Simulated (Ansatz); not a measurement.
A nudged elastic band was laid between two geometries of CH7BN2SiSn (13 atoms, charge 0, multiplicity 1).

Level of theory: RKS BLYP-D4/def2-SVP (Ansatz).

```json
{
  "movable images": "7",
  "climbing image": "yes",
  "spring": "5.0 eV/Å²",
  "optimiser": "quadratic models (default)",
  "start path": "through a guess of the saddle point",
  "force threshold": "0.05 eV/Å",
  "iteration limit": "60",
  "end points": "relaxed"
}
```

First end point:

```xyz
13
Properties=species:S:1:pos:R:3
N -1.416 -1.137 -1.558
C -0.428 -0.962 -0.717
N 0.496 -1.954 -0.380
Sn 1.709 -0.875 1.018
B -0.041 0.333 0.101
Si -0.812 2.181 0.208
H -1.957 -0.261 -1.643
H 0.402 -2.879 -0.818
H 1.680 -1.678 2.564
H 3.359 -0.841 0.461
H -1.208 2.465 1.632
H 0.248 3.177 -0.179
H -2.012 2.395 -0.673
```

Last end point:

```xyz
13
Properties=species:S:1:pos:R:3
N -1.582 -0.742 -1.401
C -0.498 -0.803 -0.671
N 0.382 -1.854 -0.395
Sn 1.734 -0.837 0.939
B 0.013 0.471 0.107
Si -0.737 2.324 0.251
H -1.801 -1.665 -1.831
H 0.221 -2.784 -0.801
H 1.734 -1.645 2.482
H 3.351 -0.918 0.297
H -1.457 2.384 1.576
H 0.359 3.354 0.301
H -1.700 2.681 -0.839
```

Problem. Which bonds break or form, and what moves?

Solution. No bond is made or broken. The dihedral H7–N1–C2–N3 goes from -180 to 1°.

Problem. Give the energies along the band, and the barrier.

Solution. It converged. The highest image is number 5 of 0 to 8, 0.93 eV above the ends, which have the same energy within 2 meV. A vibrational analysis at the climbing image gives one clearly imaginary mode, 956i cm⁻¹: a first-order saddle point.

| image | path coordinate (Å) | energy (eV) | dihedral H7–N1–C2–N3 (°) |
| --- | --- | --- | --- |
| 0 | 0.00 | 0.00 | -180 |
| 1 | 0.43 | 0.00 | -177 |
| 2 | 0.86 | 0.01 | -175 |
| 3 | 1.29 | 0.06 | -169 |
| 4 | 1.71 | 0.41 | -143 |
| 5 | 2.14 | 0.93 | -85 |
| 6 | 2.70 | 0.18 | -4 |
| 7 | 3.27 | 0.01 | 4 |
| 8 | 3.83 | 0.00 | 1 |

Problem. What is the geometry of the highest image?

Solution. 
```xyz
13
Properties=species:S:1:pos:R:3:forces:R:3
N -1.672 -1.064 -0.879 -0.02 -0.02 0.01
C -0.418 -0.872 -0.638 0.01 0.03 0.02
N 0.637 -1.759 -0.647 0.01 0.00 0.00
Sn 1.726 -0.852 1.056 -0.02 0.00 0.00
B 0.008 0.425 0.167 0.01 -0.01 -0.02
Si -0.717 2.287 0.169 -0.01 0.02 0.00
H -2.329 -1.113 -1.648 0.01 0.00 -0.01
H 0.489 -2.690 -1.069 0.00 0.00 0.00
H 1.602 -2.064 2.306 0.00 0.00 0.00
H 3.413 -0.715 0.626 0.00 0.00 0.00
H -1.530 2.532 1.413 0.00 0.00 0.01
H 0.409 3.287 0.177 0.00 -0.01 0.00
H -1.596 2.561 -1.019 0.00 0.00 0.00
```

Problem. What are the harmonic wavenumbers there?

Solution. 956i, 67, 79, 108, 139, 222, 271, 286, 362, 432, 463, 472, 492, 537, 599, 616, 686, 708, 740, 867, 914, 917, 987, 1154, 1226, 1596, 1760, 1781, 2133, 2138, 2149, 3353, 3640 cm⁻¹.

Time of the run: 120 s on 2 threads of AMD EPYC 9R45 96-Core Processor (Zen 5) (shared host), peak memory 0.22 GiB.
